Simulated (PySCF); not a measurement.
**Structure from NMR data**

Molecular formula: C₅H₁₅BO₃Si. Simulated spectra:

¹H NMR (400 MHz, computed): δ 3.62 (s, 6H), 0.14 (s, 9H).

¹³C{¹H} NMR (computed): δ 52.3 (CH3), 0.5 (CH3).

- GIAO CAM-B3LYP/pcSseg-1 shieldings
- PBE0-D3(BJ)/def2-SVP structure
- run in PySCF 2.14
- fast rotation and ring inversion assumed for equivalent nuclei, non-relativistic, one computed conformer, no solvent model

Scale: ¹H, ¹³C vs TMS (reference shieldings calculated alike).

Task: Propose a structure and justify it.

Result: 
2 carbon signals for 5 carbons: some carbons are equivalent by symmetry or fast rotation. Carbon types of the structure: 5 × CH3, which accounts for all hydrogens. δC 52.3: methyl carbon bonded to O; pulled downfield by the heteroatom. δC 0.5: methyl carbon bonded to Si; an electropositive neighbour leaves it electron-rich and shielded. δH 3.62: hydrogen on a methyl carbon bonded to O; its carbon carries O, an electronegative neighbour. δH 0.14: hydrogen on a methyl carbon bonded to Si; an electropositive neighbour shields it, as in TMS itself.

Structure: `COB(OC)O[Si](C)(C)C`.

This is the structure that produced the data.

Shifts are as computed, not scaled to solution data. Of 1211 compounds with measured shifts, 218 miss one by over three times the rms of a fit or turn the order of signals round; such compounds aren't used in these exercises. No couplings were computed; multiplicities are counted from neighbouring protons, with m where these are inequivalent, close in shift, in a saturated or five-membered ring or joined by F or P, and br s for small geminal =CH2 splittings.
